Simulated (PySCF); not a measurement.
## Computed spin Hamiltonian

C7H11O (doublet state).
Structure used (GFN2-xTB), in Å, numbered top down from 1:
```
atom  x, y, z in Å
C1     2.413   -0.130   -0.559
C2     0.968   -0.099   -0.228
C3     0.357    1.211    0.110
C4    -1.002    1.091    0.793
C5    -1.867    0.103    0.023
C6    -1.244   -1.283    0.101
C7     0.225   -1.316   -0.287
O8     0.750   -2.384   -0.619
H9     2.681   -1.112   -0.943
H10    2.662    0.639   -1.292
H11    3.012    0.071    0.332
H12    0.233    1.775   -0.826
H13    1.051    1.795    0.723
H14   -1.480    2.071    0.837
H15   -0.869    0.736    1.817
H16   -2.877    0.078    0.437
H17   -1.939    0.419   -1.020
H18   -1.308   -1.661    1.127
H19   -1.775   -1.995   -0.533
```

The hyperfine couplings belong to this conformer and change with its torsions.

Identity: `C[C]1CCCCC1=O` [radical].

Computed, not measured: PySCF 2.14.0, UKS B3LYP, pcH-1 on C H O, non-relativistic, mean-field spin-orbit, GIAO. Isolated species at its GFN2-xTB geometry (one conformer only). The geometry wasn't refined by DFT: couplings that depend on bond lengths, twists or pyramidal angles can differ widely from those at the functional's own minimum. No stability test was run, so a lower SCF solution isn't excluded.

```
g1, g2, g3                      : 2.00212, 2.00427, 2.00759
g_iso                           : 2.00466
Form of g                       : rhombic: the two nearest values differ by 39 % of g3 − g1
⟨S²⟩                            : 0.7617 (exact 0.7500)
α and β electrons               : 31, 30
HOMO–LUMO gap, α and β orbitals : 6.47, 3.57 eV
Total energy                    : -348.59254 Eh
Basis functions                 : 310
```

Isotropic coupling and dipolar principal values T1 to T3, in G; ρ(0) is the spin density at the nucleus (MHz turned into gauss with g_iso; 10 G = 1 mT):

| atom | isotope | a_iso | T1 | T2 | T3 | Mulliken spin population | ρ(0) (bohr⁻³) |
| --- | --- | --- | --- | --- | --- | --- | --- |
| C1 | 13C | -8.7 | -0.7 | 0.3 | 0.4 | -0.06 | -0.0216 |
| C2 | 13C | 22.3 | -21.5 | -21.3 | 42.7 | 0.76 | 0.0556 |
| C3 | 13C | -8.6 | -0.7 | 0.3 | 0.4 | -0.06 | -0.0216 |
| C4 | 13C | 1.8 | -0.4 | -0.3 | 0.7 | 0.01 | 0.0046 |
| C5 | 13C | -0.5 | -0.2 | -0.1 | 0.4 | 0.00 | -0.0014 |
| C6 | 13C | -1.2 | -0.3 | 0.0 | 0.4 | 0.00 | -0.0030 |
| C7 | 13C | -12.7 | -2.8 | 0.3 | 2.5 | -0.09 | -0.0317 |
| O8 | 17O | -7.5 | -34.1 | 17.0 | 17.1 | 0.31 | 0.0346 |
| H9 | 1H | 1.6 | -1.5 | -0.7 | 2.3 | 0.00 | 0.0010 |
| H10 | 1H | 23.2 | -1.4 | -0.9 | 2.4 | 0.03 | 0.0146 |
| H11 | 1H | 32.2 | -1.4 | -1.1 | 2.5 | 0.04 | 0.0202 |
| H12 | 1H | 38.9 | -1.6 | -1.0 | 2.6 | 0.05 | 0.0244 |
| H13 | 1H | 18.1 | -1.4 | -1.0 | 2.4 | 0.02 | 0.0114 |
| H14 | 1H | -0.1 | -0.5 | -0.5 | 1.0 | 0.00 | 0.0000 |
| H15 | 1H | -0.4 | -0.9 | -0.7 | 1.6 | 0.00 | -0.0003 |
| H16 | 1H | 0.7 | -0.4 | -0.3 | 0.7 | 0.00 | 0.0004 |
| H17 | 1H | 0.1 | -0.8 | -0.6 | 1.4 | 0.00 | 0.0001 |
| H18 | 1H | 0.4 | -0.9 | -0.5 | 1.4 | 0.00 | 0.0003 |
| H19 | 1H | -0.3 | -0.8 | -0.4 | 1.2 | 0.00 | -0.0002 |

The largest Mulliken spin populations are on C2 (+0.76), O8 (+0.31), C7 (-0.09) and C3 (-0.06). The positive populations add up to 1.21 and the negative ones to -0.21, together 2S = 1. The angles at C2 add up to 360.0°, so it is planar.

Axes: g3 points within 8° of the C2–C3 bond.

Under fast tumbling the dipolar parts average out, and these isotropic splittings remain: 2 × 1H (H12/H13, I = 1/2, 3 lines) with 2.85 mT, 3 × 1H (H9/H10/H11, I = 1/2, 4 lines) with 1.90 mT and 2 × 1H (H16/H17, I = 1/2, 3 lines) with 0.04 mT.

Means are taken over nuclei equivalent by connectivity, which assumes that they swap fast. The three 1H nuclei of mean +53.4 MHz run from 4.5 to 90.4 MHz in the frozen geometry. The 1H value of +80.0 MHz is a mean of couplings from 50.8 to 109.2 MHz in this one geometry, not an average over conformers.

The 13C coupling of C2 (62.5 MHz) shows only in satellite lines or after enrichment, since that isotope makes up about 1.07 % of natural carbon.

The 17O coupling of O8 (-21.0 MHz) shows only in satellite lines or after enrichment, since that isotope makes up about 0.038 % of natural oxygen.

β density exceeds α density at some nuclei, such as C7 (-0.0317), C1 (-0.0216) and C3 (-0.0216), spin density in bohr⁻³. In a single determinant that takes different orbitals for the two spins, that is spin polarisation.

Hardware: one thread, Arm Neoverse V2 (aarch64), no GPU (shared host). Cost: 1.7 min of wall time (grids of density and orbitals included), 1.0 GiB resident at most.
